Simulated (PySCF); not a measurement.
**Unknown compound**

The spectra below were simulated for a compound C8H8F2.

¹H NMR (400 MHz, computed): δ 6.01 (br s, 1H), 5.44 (br s, 1H), 5.27 (m, 1H), 3.68 (m, 1H), 1.75 (d, 1H), 1.40 (d, 3H).

¹³C{¹H} NMR (computed): δ 168.3 (C), 148.9 (C), 124.2 (CH2), 91.3 (C), 90.1 (CH), 79.0 (CH), 31.6 (CH), 26.5 (CH3).

Theory: geometry from GFN2-xTB, PBE0/pcSseg-1 with gauge-including orbitals, in PySCF 2.14 (fast rotation and ring inversion assumed for equivalent nuclei, no relativistic terms, one computed conformer, no solvent).

Chemical shifts δ = σref − σ; ¹H (σ = 31.72 ppm) and ¹³C (σ = 186.93 ppm) against TMS, all at this level.

**Question.** Propose a structure and justify it.

**Answer.** 
- Rings plus π bonds: 4 (no ring in the answer).
- 8 carbon signals for 8 carbons: no two carbons are equivalent.
- Carbon types of the structure: 3 × C, 3 × CH, 1 × CH2, 1 × CH3, which accounts for all hydrogens.
- δC 168.3, 148.9: fully substituted alkene carbon.
- δC 124.2: terminal =CH2 carbon; an sp2 carbon of a C=C bond.
- δC 91.3: alkyne carbon; sp carbons lie upfield of alkene carbons because the cylindrical π system leaves one tensor component strongly shielded.
- δC 90.1: alkene CH.
- δC 79.0: terminal alkyne carbon; the triple bond shields along its axis, which puts it between sp3 and sp2 carbons.
- δH 6.01, 5.44: hydrogen on a terminal =CH2 carbon; olefinic region.
- δH 1.75: hydrogen on a terminal alkyne carbon; it lies on the axis of the triple bond, in its shielding cone.

The compound is `InChI=1S/C8H8F2/c1-4-6(2)7(3)5-8(9)10/h1,5-6H,3H2,2H3/t6-/m0/s1`.

The data come from this structure; uniqueness wasn't tested.

Splittings by ¹⁹F in the carbon and heteronuclear signals aren't shown, as no couplings were computed. Shifts are as computed. Against solution values, carbons near 30 ppm lie about +3 ppm off and those near 130 ppm about +5 ppm. Of 1309 compounds with measured shifts, 239 miss one by over three times the rms of a fit or turn the order of signals round; such compounds aren't used in these exercises. Multiplicities follow the n + 1 count of equivalent neighbours, as no J values were calculated; m marks all less simple cases, F and P coupling included.
